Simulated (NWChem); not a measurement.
CH2BrF; SMILES BrCF

```xyz
5

F      0.4104     1.9582     0.0000
C     -0.6028     1.0784     0.0000
Br     0.0548    -0.7450     0.0000
H     -1.2083     1.1931     0.9096
H     -1.2083     1.1931    -0.9096
```
Atoms are numbered in this order, from 1.

Computed with NWChem. Geometry optimised at PBE0/def2-SVP; all other runs use it. This build's default masses of Se (78.918 u) and Br (79.917 u) are each other's, which moves their modes by up to 0.6 %.

| quantity | level | value |
|---|---|---|
| isotropic polarisability (bohr³), static | B3LYP/def2-SVPD | [?] |
| −ε(HOMO) (eV) | PBE/def2-SVP | [?] |
| vertical, lowest excitation, singlet (eV) | B3LYP/def2-SVPD, TDA | 6.10 |
| dipole in solution (D) in n-hexane | PBE0/def2-SVP, SMD | 1.97 |
| dipole (D) | PBE0/def2-SVP | [?] |
| highest harmonic frequency (cm⁻¹) | PBE0/def2-SVP | 3197 |

Q: Complete the blanks.

A: 
- isotropic polarisability (bohr³), static, value: 37.9
- −ε(HOMO) (eV), value: 6.67
- dipole (D), value: 1.77
